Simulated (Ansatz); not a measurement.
Calculated with Ansatz (gas phase, PBE0-D4/def2-TZVP geometries, no zero-point term in ΔE). CBS: MP2 limit from def2 TZ/QZ plus the TZ coupled-cluster correction, frozen cores. Functionals use def2-TZVPP. HSE06 is defined as in plane-wave codes. def2 core potentials past Kr. For Ga, In outer-core shells are correlated without core-valence functions, which leaves a few kJ/mol of doubt a bond. Scalar relativity is left out up to krypton. One conformer a species, not always the lowest.

`B[SiH2][InH2]` + `[SH][GaH][Cl]` → `B[S][GaH][Cl]` + `[SiH3][InH2]`  (cleavage of the B–Si bond)

`B[SiH2][InH2]`:

Z-matrix (Å, degrees):
```
B
In 1 2.530
Si 1 1.886 2 75.0
H 1 1.199 2 97.2 3 -119.2
H 1 1.199 2 97.5 3 119.2
H 2 1.720 1 95.5 3 -179.3
H 2 1.728 1 146.6 3 1.4
H 3 1.487 1 124.7 2 86.1
H 3 1.487 1 124.7 2 -85.9
```

`[SH][GaH][Cl]`:

```xyz
5

S     0.155    1.076    1.249
Ga   -0.203   -0.280   -0.426
Cl   -2.119   -0.031   -1.344
H     1.385    0.586    1.485
H     0.782   -1.351   -0.964
```

`B[S][GaH][Cl]`:

Z-matrix (Å, degrees):
```
B
S 1 1.782
H 1 1.195 2 121.7
H 1 1.192 2 116.9 3 -180.0
Ga 2 2.210 1 98.3 3 0.0
Cl 5 2.139 2 114.7 1 179.9
H 5 1.550 2 124.7 1 -0.1
```

`[SiH3][InH2]`:

Z-matrix (Å, degrees):
```
Si
In 1 2.575
H 1 1.491 2 110.1
H 1 1.488 2 113.2 3 -120.7
H 1 1.491 2 110.5 3 118.3
H 2 1.730 1 119.9 3 -61.8
H 2 1.729 1 122.1 3 118.0
```

```json
{"level": "HSE06-D4", "ΔE (eV)": "-0.76"}
{"level": "r2SCAN0", "ΔE (eV)": "-0.82"}
```

Question: What does CCSD(T)/CBS give? (Estimate.)

Answer: Ansatz gave: -0.81 eV. The listed levels differ from it by 0.05, -0.01 eV.

Largest T1 diagnostic among the species: 0.015.

At CCSD(T), def2-SVP lies −0.16 eV from the extrapolated value and def2-TZVPP −0.03 eV. In def2-TZVPP, CCSD(T) changes the Hartree–Fock value by +0.52 eV (the triples alone add +0.07 eV) and MP2 by +0.54 eV. Leaving LDA and LC-ωPBE aside and taking each functional with its dispersion term where it has one, the values, not all of them listed here, spread over 0.37 eV, from BHLYP-D4 to PBE-D4. LDA lies +0.14 eV from PBE without D4.
